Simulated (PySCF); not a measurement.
Record of a relaxation.

InH2Cl.
Bonds: In1–Cl4. Hydrogens: H2, H3 on In1.

Computed by this run: PBE0-D3(BJ)/def2-SVP geometry optimisation, gas phase, def2 core potentials past Kr (PySCF); density fitting, grid level 1; the optimiser is geomeTRIC in internal coordinates, started from a GFN2-xTB structure with every atom displaced at random (about 0.03 Å). The frame can shift and turn from step to step; on so coarse a grid that alone can change the energy by a few meV, and forces under 0.02 eV/Å are noise.

Step 0: E = -17721.1901 eV, largest atomic force 3.874 eV/Å
```
atom  x, y, z in Å  |  force x, y, z in eV/Å
In1     0.131    0.041    0.012   -0.042   3.872  -0.101
H2      1.766    0.088    0.005    1.304  -0.170   0.037
H3     -0.816    1.612   -0.046    0.372  -0.945   0.067
Cl4    -0.998   -1.831   -0.002   -1.634  -2.757  -0.003
```

Step 1: E = -17721.5800 eV, largest atomic force 0.530 eV/Å
```
atom  x, y, z in Å  |  force x, y, z in eV/Å
In1     0.133    0.156   -0.035    0.503   0.109   0.126
H2      1.876    0.080    0.026   -0.324  -0.131  -0.063
H3     -0.857    1.542   -0.028   -0.188   0.153  -0.056
Cl4    -1.069   -1.868    0.007    0.009  -0.131  -0.007
```

Step 2: E = -17721.6007 eV, largest atomic force 0.138 eV/Å
```
atom  x, y, z in Å  |  force x, y, z in eV/Å
In1     0.152    0.190    0.005    0.000   0.120  -0.069
H2      1.869    0.024    0.007   -0.118  -0.015   0.026
H3     -0.904    1.555   -0.045    0.078  -0.085   0.029
Cl4    -1.033   -1.859    0.003    0.040  -0.021   0.014
```

Step 3: E = -17721.6039 eV, largest atomic force 0.064 eV/Å
```
atom  x, y, z in Å  |  force x, y, z in eV/Å
In1     0.152    0.202   -0.008   -0.063  -0.004  -0.008
H2      1.853    0.018    0.012    0.034  -0.003   0.001
H3     -0.908    1.550   -0.041    0.000   0.016   0.000
Cl4    -1.013   -1.861    0.007    0.029  -0.009   0.007
```

Step 4: E = -17721.6043 eV, largest atomic force 0.038 eV/Å
```
atom  x, y, z in Å  |  force x, y, z in eV/Å
In1     0.147    0.204   -0.011   -0.037  -0.004   0.006
H2      1.851    0.023    0.012    0.017   0.003  -0.005
H3     -0.914    1.551   -0.042   -0.003   0.004  -0.006
Cl4    -1.000   -1.869    0.011    0.023  -0.004   0.005
```

Step 5: E = -17721.6045 eV, largest atomic force 0.072 eV/Å
```
atom  x, y, z in Å  |  force x, y, z in eV/Å
In1     0.129    0.210   -0.016    0.063  -0.027   0.021
H2      1.840    0.056    0.006   -0.028   0.023  -0.010
H3     -0.946    1.545   -0.047   -0.038  -0.011  -0.009
Cl4    -0.940   -1.902    0.027    0.003   0.014  -0.002
```

Step 6: E = -17721.6042 eV, largest atomic force 0.098 eV/Å
```
atom  x, y, z in Å  |  force x, y, z in eV/Å
In1     0.119    0.215   -0.018    0.093  -0.018   0.025
H2      1.833    0.088    0.002   -0.043   0.034  -0.008
H3     -0.979    1.531   -0.051   -0.039  -0.034  -0.006
Cl4    -0.889   -1.925    0.037   -0.011   0.019  -0.011
```

Step 7: E = -17721.6045 eV, largest atomic force 0.090 eV/Å
```
atom  x, y, z in Å  |  force x, y, z in eV/Å
In1     0.113    0.219   -0.016    0.089   0.010   0.012
H2      1.829    0.126   -0.002   -0.045   0.037   0.000
H3     -1.020    1.507   -0.055   -0.021  -0.056   0.003
Cl4    -0.839   -1.944    0.042   -0.023   0.009  -0.016
```

Step 8: E = -17721.6049 eV, largest atomic force 0.081 eV/Å
```
atom  x, y, z in Å  |  force x, y, z in eV/Å
In1     0.115    0.219   -0.015    0.080   0.009   0.011
H2      1.830    0.128   -0.002   -0.039   0.036   0.001
H3     -1.022    1.505   -0.055   -0.020  -0.050   0.004
Cl4    -0.840   -1.943    0.042   -0.020   0.005  -0.015
```

Step 9: E = -17721.6054 eV, largest atomic force 0.069 eV/Å
```
atom  x, y, z in Å  |  force x, y, z in eV/Å
In1     0.117    0.219   -0.016    0.067   0.007   0.011
H2      1.832    0.130   -0.002   -0.032   0.033   0.000
H3     -1.023    1.501   -0.055   -0.020  -0.041   0.003
Cl4    -0.843   -1.941    0.042   -0.015   0.000  -0.014
```

Step 10: E = -17721.6059 eV, largest atomic force 0.052 eV/Å
```
atom  x, y, z in Å  |  force x, y, z in eV/Å
In1     0.120    0.219   -0.016    0.050   0.006   0.011
H2      1.834    0.132   -0.002   -0.025   0.029   0.000
H3     -1.024    1.497   -0.054   -0.018  -0.031   0.002
Cl4    -0.847   -1.938    0.042   -0.007  -0.004  -0.013
```

Step 11: E = -17721.6065 eV, largest atomic force 0.028 eV/Å
```
atom  x, y, z in Å  |  force x, y, z in eV/Å
In1     0.124    0.218   -0.016    0.025   0.006   0.011
H2      1.837    0.137   -0.002   -0.016   0.022   0.000
H3     -1.025    1.490   -0.054   -0.015  -0.019   0.001
Cl4    -0.853   -1.935    0.042    0.006  -0.009  -0.012
```

Step 12: E = -17721.6068 eV, largest atomic force 0.024 eV/Å
```
atom  x, y, z in Å  |  force x, y, z in eV/Å
In1     0.128    0.216   -0.016    0.000   0.008   0.010
H2      1.841    0.141   -0.002   -0.008   0.014  -0.001
H3     -1.026    1.484   -0.054   -0.010  -0.009   0.000
Cl4    -0.859   -1.932    0.041    0.018  -0.012  -0.010
```

**Question.** Summarise the path.

**Answer.** The energy falls by 9.61 kcal/mol from step 0 to step 12; nine tenths of that is first reached at step 1. It rises by more than 0.2 meV at step 6. The largest force goes from 3.874 to 0.024 eV/Å. Among the bonds In1–Cl4 changes most, from 2.187 to 2.365 Å; the atoms move by 0.116 Å rms after alignment.

What follows is the cost of the whole optimisation. The run took 14 s wall on an Arm Neoverse V1 with one thread (shared host), and the process peaked at 0.24 GiB of memory.
